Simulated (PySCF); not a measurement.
Spin-rotation constants: `N[SiH2]O[Si@@H](O)[SiH3]`, H₉NO₂Si₃

Molfile (atoms numbered from 1):
```
H9NO2Si3
     RDKit          3D

 15 14  0  0  0  0  0  0  0  0999 V2000
   -2.7569   -0.0703   -1.4669 N   0  0  0  0  0  0  0  0  0  0  0  0
   -1.7179   -0.7663   -0.2881 Si  0  0  0  0  0  4  0  0  0  0  0  0
   -0.1492   -0.4283   -0.5409 O   0  0  0  0  0  0  0  0  0  0  0  0
    1.4179   -0.2479   -0.1336 Si  0  0  1  0  0  4  0  0  0  0  0  0
    2.0804    0.8309   -1.1569 O   0  0  0  0  0  0  0  0  0  0  0  0
    1.6446    0.6863    1.9427 Si  0  0  0  0  0  4  0  0  0  0  0  0
   -2.7313   -0.4106   -2.4140 H   0  0  0  0  0  0  0  0  0  0  0  0
   -2.9143    0.9240   -1.4662 H   0  0  0  0  0  0  0  0  0  0  0  0
   -1.8522   -2.2132   -0.4086 H   0  0  0  0  0  0  0  0  0  0  0  0
   -2.0928   -0.1881    0.9971 H   0  0  0  0  0  0  0  0  0  0  0  0
    1.9870   -1.5751   -0.4057 H   0  0  0  0  0  0  0  0  0  0  0  0
    1.9582    0.7682   -2.1014 H   0  0  0  0  0  0  0  0  0  0  0  0
    3.0263    0.5990    2.4317 H   0  0  0  0  0  0  0  0  0  0  0  0
    0.8184   -0.0065    2.9435 H   0  0  0  0  0  0  0  0  0  0  0  0
    1.2774    2.1060    2.0453 H   0  0  0  0  0  0  0  0  0  0  0  0
  1  2  1  0
  2  3  1  0
  3  4  1  0
  4  5  1  0
  4  6  1  0
  1  7  1  0
  1  8  1  0
  2  9  1  0
  2 10  1  0
  4 11  1  1
  5 12  1  0
  6 13  1  0
  6 14  1  0
  6 15  1  0
M  END
```

Computed, not measured: PySCF 2.14.0, GIAO mPW1PW91/MINI magnetisability, rotational g tensor and spin-rotation constants, non-relativistic, gas phase. Geometry: GFN2-xTB.

(1) Give the nuclear spin-rotation constants along the inertial axes (H = +C I·J) beside the isotropic shieldings.

Answers

(1) Rotational constants 2.9699, 0.9205, 0.7787 GHz. A star marks the isotopologue with that one atom substituted, in its own axes.
| atom | isotope | Caa (kHz) | Cbb (kHz) | Ccc (kHz) | mean (kHz) | σ (ppm) |
| --- | --- | --- | --- | --- | --- | --- |
| N1 | 14N | 0.048 | -0.007 | -0.016 | 0.008 | 332.5 |
| H7 | 1H | -0.335 | -0.051 | -0.104 | -0.163 | 31.5 |
| H8 | 1H | -0.411 | -0.132 | -0.015 | -0.186 | 31.5 |
| H9 | 1H | -0.287 | -0.103 | 0.009 | -0.127 | 27.6 |
| H10 | 1H | -0.321 | -0.003 | -0.068 | -0.131 | 27.6 |
| H11 | 1H | -0.315 | -0.082 | 0.013 | -0.128 | 26.8 |
| H12 | 1H | -0.417 | -0.022 | -0.117 | -0.185 | 31.1 |
| H13 | 1H | 0.012 | -0.116 | -0.090 | -0.065 | 29.1 |
| H14 | 1H | -0.326 | -0.017 | -0.085 | -0.142 | 29.1 |
| H15 | 1H | -0.355 | -0.115 | 0.009 | -0.154 | 28.8 |
| Si2 | 29Si* | -0.608 | -0.238 | -0.231 | -0.359 | 654.8 |
| O3 | 17O* | -0.584 | 0.140 | 0.134 | -0.103 | 446.7 |
| Si4 | 29Si* | -0.585 | -0.214 | -0.222 | -0.340 | 668.0 |
| O5 | 17O* | 0.433 | -0.080 | 0.003 | 0.118 | 421.0 |
| Si6 | 29Si* | -0.242 | -0.091 | -0.055 | -0.129 | 796.5 |

For the geometry as given, no vibrational averaging.
